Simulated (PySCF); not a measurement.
Ruthenium: highly charged ions in a basis for the neutral atom

Ru¹⁰⁺ [Ar] 3d10 4s2 4p4, Ru¹¹⁺ [Ar] 3d10 4s2 4p3. All numbers are calculated (PySCF 2.14, a scalar-relativistic core potential, in aug-cc-pVDZ-PP with ECP28MDF (5s5p4d2f, 54 functions)). No spin-orbit coupling, so a gap to NIST mixes the basis error with missing relativistic terms.

Changed run: basis of the neutral atom used for a highly charged ion. This setting is unsound on purpose.

| species | method | sound run (hartree) | changed run (hartree) | converged |
| --- | --- | --- | --- | --- |
| Ru¹⁰⁺ | UHF | not run | -64.04559 | yes |
| Ru¹⁰⁺ | TPSS | not run | -64.32223 | yes |
| Ru¹⁰⁺ | MN15 | not run | -64.18850 | yes |
| Ru¹¹⁺ | UHF | not run | -55.97527 | yes |
| Ru¹¹⁺ | TPSS | not run | -56.18740 | yes |
| Ru¹¹⁺ | MN15 | not run | -56.03154 | yes |

Ionisation energy of Ru¹⁰⁺:

```json
{"method": "UHF", "changed run (eV)": "219.60", "NIST (eV)": "219.9 ± 2.4"}
{"method": "TPSS", "changed run (eV)": "221.36", "NIST (eV)": "219.9 ± 2.4"}
{"method": "MN15", "changed run (eV)": "221.96", "NIST (eV)": "219.9 ± 2.4"}
```

The contracted functions were made for the neutral atom and can be too rigid for a highly charged ion.
